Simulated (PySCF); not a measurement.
ReO₂F₃, SMILES [F][Re]([F])([F])(=[O])=[O], multiplicity 1. Atoms are numbered in the order given.

```xyz
6

Re     0.0000     0.0000     0.0552
O      0.0000    -1.3688     1.0394
O      0.0000     1.3688     1.0394
F      0.0000     0.0000    -1.8245
F      1.8410     0.0000    -0.2417
F     -1.8410     0.0000    -0.2417
```

Geometry: B3LYP-D3(BJ)/def2-SVP. The multiplicity is an assumed one; other spin states were not compared. The def2 effective core potentials stand for the cores of Re; spin–orbit coupling is left out.

All values below come from B3LYP-D3(BJ)/def2-SVP (PySCF).

Frequencies are harmonic and unscaled.

Computed harmonic wavenumbers and intensities:
```
mode  ν (cm⁻¹)  IR (km/mol)  Raman (Å⁴/amu)  depolarisation  moving atoms (share of kinetic energy)
----  --------  -----------  --------------  --------------  --------------------------------------
1           97          0.0             0.5            0.75                          F 82 %, O 18 %
2          254         10.7             0.6            0.72                          F 83 %, O 10 %
3          275         13.0             0.8            0.75                 F 56 %, O 23 %, Re 21 %
4          297         39.8             0.2            0.75                 O 52 %, F 31 %, Re 17 %
5          336          0.0             4.3            0.75                          O 68 %, F 32 %
6          357          2.3             2.8            0.74                         O 84 %, Re 10 %
7          372          0.3             2.6            0.75                          F 79 %, O 21 %
8          643         20.7             2.9            0.73                                  F 97 %
9          704        193.5             0.1            0.75                         F 85 %, Re 15 %
10         713         74.0             9.4            0.08                                  F 92 %
11        1032        135.9             6.4            0.75                         O 89 %, Re 11 %
12        1065         55.3            25.8            0.03                                  O 94 %
```
